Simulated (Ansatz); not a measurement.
Si(H)2(Me)(NHMe) (C2H9NSi), SMILES CN[SiH2]C.

Geometry optimised at B3LYP-D3(BJ)/def2-SVP. Other conformers were not sampled.

Two levels are set side by side: PBE/def2-SVPD (Ansatz, a program for electronic structure) and CAM-B3LYP/def2-SVPD (Ansatz). Energy differences of separate SCF runs at the same geometry; the states with an electron removed or added have multiplicity 2 and 2. Differences are taken from unrounded values.

```
quantity                           CAM-B3LYP   PBE  PBE minus CAM-B3LYP
---------------------------------  ---------  ----  -------------------
vertical ionisation energy (eV)         8.85  8.51                -0.33
vertical singlet–triplet gap (eV)       5.78  5.27                -0.51
```
